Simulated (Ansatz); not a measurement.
Reaction (formal hydrolysis of a B–C bond): `CBOCC` + H₂O → `CCOBO` + CH₄

Program: Ansatz. Geometries: PBE0-D4/def2-TZVP. ΔE: electronic, gas phase. CCSD(T)/CBS adds triple-zeta CCSD(T) − MP2 to the extrapolated MP2 energy (def2 sets, frozen cores). This one scheme is used for every species. DFT in def2-TZVPP. B3LYP here is the variant with VWN-RPA as its local correlation; programs differ in this. One conformer a species, not always the lowest.

`CBOCC`:

Cartesian coordinates in Å:
```
C 0.945 -1.315 1.957
B -0.099 -0.727 0.957
O 0.170 0.425 0.311
C -0.731 0.999 -0.622
C -0.139 0.970 -2.009
H 1.229 -2.329 1.655
H 0.496 -1.423 2.951
H 1.849 -0.709 2.045
H -1.154 -1.275 0.739
H -1.685 0.461 -0.592
H -0.912 2.030 -0.304
H -0.809 1.465 -2.717
H 0.824 1.486 -2.028
H 0.016 -0.058 -2.344
```

H₂O:

Z-matrix (Å, degrees):
```
O
H 1 0.960
H 1 0.960 2 105.1
```

`CCOBO`:

Z-matrix (Å, degrees):
```
C
C 1 1.509
H 1 1.092 2 110.8
H 1 1.093 2 110.3 3 119.9
H 1 1.092 2 110.6 3 -120.2
O 2 1.418 1 110.6 3 63.1
H 2 1.095 1 110.7 3 -58.9
H 2 1.094 1 110.5 3 -178.3
B 6 1.356 2 121.7 1 -111.7
O 9 1.356 6 119.7 2 178.9
H 9 1.199 6 121.9 2 -1.2
H 10 0.962 9 112.0 6 -0.1
```

CH₄:

Cartesian coordinates in Å:
```
C 0.000 0.000 0.000
H -0.223 -0.900 -0.572
H 1.079 0.151 0.033
H -0.382 -0.110 1.014
H -0.473 0.859 -0.475
```

```
             level  ΔE (kJ/mol)  difference from CCSD(T)/CBS
            PBE-D4       -129.2                         -0.9
         r2SCAN-D4       -136.6                         -8.3
           PBE0-D4       -130.1                         -1.8
          B3LYP-D4       -136.4                         -8.1
           ωB97X-V       -133.6                         -5.3
           ωB97M-V       -134.0                         -5.7
            B2PLYP       -137.8                         -9.5
               PBE       -130.9                         -2.6
            r2SCAN       -137.1                         -8.8
     HF/def2-TZVPP       -146.2                        -17.9
    MP2/def2-TZVPP       -133.1                         -4.8
SCS-MP2/def2-TZVPP       -135.2                         -6.9
   CCSD/def2-TZVPP       -133.5                         -5.2
     HF/def2-QZVPP       -145.6                        -17.3
    MP2/def2-QZVPP       -130.4                         -2.1
      HF/CBS(def2)       -145.5                        -17.2
       CCSD(T)/CBS       -128.3                            0
```

Largest T1 diagnostic among the species: 0.012.

In def2-TZVPP, CCSD(T) changes the Hartree–Fock value by +13.4 kJ/mol (the triples alone add +0.8 kJ/mol) and MP2 by +13.1 kJ/mol.
